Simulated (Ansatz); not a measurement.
## Energy profile

The step: SiH₄O₂ ([OH][SiH2][OH]) + AsH₃ → SiAsH₅O ([OH][SiH2][AsH2]) + H₂O; bonds formed: Si1–As7, O2–H6; bonds broken: Si1–O2, H6–As7 (atoms numbered as in the saddle structure below).

```json
{"atom": "Si1", "x (Å)": "0.2772", "y (Å)": "-0.4369", "z (Å)": "-0.9872"}
{"atom": "O2", "x (Å)": "1.0015", "y (Å)": "-0.7721", "z (Å)": "0.6604"}
{"atom": "H3", "x (Å)": "1.1987", "y (Å)": "-1.4247", "z (Å)": "-1.6173"}
{"atom": "H4", "x (Å)": "-1.0728", "y (Å)": "-1.0190", "z (Å)": "-1.1594"}
{"atom": "O5", "x (Å)": "0.7413", "y (Å)": "0.9233", "z (Å)": "-1.7620"}
{"atom": "H6", "x (Å)": "0.2795", "y (Å)": "-0.2639", "z (Å)": "1.2114"}
{"atom": "As7", "x (Å)": "-1.2378", "y (Å)": "1.2066", "z (Å)": "0.7564"}
{"atom": "H8", "x (Å)": "1.2451", "y (Å)": "-1.6759", "z (Å)": "0.9189"}
{"atom": "H9", "x (Å)": "0.2539", "y (Å)": "1.7101", "z (Å)": "-1.4984"}
{"atom": "H10", "x (Å)": "-2.1291", "y (Å)": "0.1616", "z (Å)": "1.4099"}
{"atom": "H11", "x (Å)": "-0.5575", "y (Å)": "1.5908", "z (Å)": "2.0673"}
```

Electronic energies by CCSD(T) at an estimated basis limit (MP2 extrapolated from triple and quadruple zeta, plus CCSD(T) − MP2 in triple zeta), on PBE0-D4/def2-TZVP structures; SiAsH$_{7}$O$_{2}$, singlet; no counterpoise correction. Ansatz 0.2.0; basis: def2-TZVPP and def2-QZVPP; cores frozen in the correlated methods. Filled d shells of the heavier atoms are correlated. The def2 sets are not built for correlating such inner shells, so the correlated values are less sure here. Extrapolation: Hartree–Fock as exp(−7.88 √X), correlation as X^−2.97.

Task: Give the profile in kcal/mol, counted from the separated reactants. (To be estimated.)

Result: Computed:
```tsv
point	kcal/mol
separated: SiH$_{4}$O$_{2}$ (linked as [OH][SiH2][OH]; Si1, O2, H3, H4, O5, H8, H9; singlet) + AsH$_{3}$ (H6, As7, H10, H11; singlet)	0.00
start structure	-3.50
saddle	46.51
end structure	17.15
separated: SiAsH$_{5}$O (linked as [OH][SiH2][AsH2]; Si1, H3, H4, O5, As7, H9, H10, H11; singlet) + H$_{2}$O (O2, H6, H8; singlet)	19.50
```

The T1 diagnostic stays at or below 0.013.

For scale, one of the runs: CCSD(T)/def2-TZVPP, 250 basis functions, launched by `ansatz run in.yaml --threads 8 --pin off --events-out ev --progress --plain --max-ram 19148MiB`. The run took 2.2 min on 8 CPU threads of an Arm Neoverse V1 (shared host), with 5.4 GiB of host memory at its peak.
